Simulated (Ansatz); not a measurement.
A CCSD(T) single point on C2H5AlO2.

```yaml
crystal:
  periodic: [false, false, false]
  atoms:
    - {symbol: C, position_ang: [-1.793713, 0.029436, 0.314195]}
    - {symbol: Al, position_ang: [0.016917, -0.636117, 0.558291]}
    - {symbol: C, position_ang: [1.416509, -0.013403, -0.654453]}
    - {symbol: O, position_ang: [1.416731, 0.696273, 0.389460]}
    - {symbol: O, position_ang: [2.277259, 0.234136, -1.601650]}
    - {symbol: H, position_ang: [-2.433537, -0.733910, -0.140069]}
    - {symbol: H, position_ang: [-1.828577, 0.914112, -0.326388]}
    - {symbol: H, position_ang: [-2.249595, 0.291960, 1.273964]}
    - {symbol: H, position_ang: [0.428102, -1.822910, 1.519045]}
    - {symbol: H, position_ang: [2.833100, 0.989222, -1.329296]}
basis:
  gaussian: {orbitals: def2-TZVPP}
correlation: {method: ccsd_t}
```

```sh
$ ansatz run in.yaml --threads 4 --pin off --events-out ev --progress --plain --max-ram 10444MiB
```

The program prints (abridged):

```
Functional definition: HF
1428 factors; integrals over basis functions are off by at most 1.2e-3 eV
mean field evaluation 1: about -12796.0081 eV, gradient 4.5e1 eV
mean field evaluation 2: about -12796.2523 eV, gradient 4.6e1 eV
mean field evaluation 4: about -12800.5859 eV, gradient 5.0e0 eV
mean field evaluation 8: about -12800.6715 eV, gradient 4.9e-1 eV
mean field -12800.67227667 eV, -470.4160295603 hartree, gradient 1.4e-6 eV, S^2 0.000000; 0 other end points of the search recorded, 0 dependent functions left out
9 core orbitals not correlated: weight in the atoms' cores, before any rotation towards them, 1.000 or more for the frozen orbitals, at most 0.000 for the correlated occupied ones
reference -12800.67227667 eV, -470.4160295603 hartree; 14, 14 occupied and 213, 213 virtual orbitals, 1428 factors
second order -23.83366467 eV of doubles, -0.00000000 eV of singles
cycle   1  -23.82830477 eV  change    5.4e-3 eV  update   1.2e-1
cycle   2  -24.45404026 eV  change   -6.3e-1 eV  update   3.7e-2
cycle   3  -24.61384279 eV  change   -1.6e-1 eV  update   2.0e-2
cycle   4  -24.59441140 eV  change    1.9e-2 eV  update   5.1e-3
cycle   5  -24.59277465 eV  change    1.6e-3 eV  update   2.3e-3
cycle   6  -24.59345812 eV  change   -6.8e-4 eV  update   6.6e-4
cycle   7  -24.59298897 eV  change    4.7e-4 eV  update   2.3e-4
cycle   8  -24.59292825 eV  change    6.1e-5 eV  update   6.5e-5
cycle   9  -24.59295886 eV  change   -3.1e-5 eV  update   2.4e-5
perturbative correction -1.00865975 eV, -0.0370675620 hartree
Total energy: -12826.27389527 eV, -471.3568716907 hartree
```

It took 64 s on 4 threads of an Intel Xeon Platinum 8259CL on a shared host, with 4.4 GiB of host memory at the peak.

Correlation energy per correlated electron: -0.914 eV. T1 diagnostic: 0.0153.
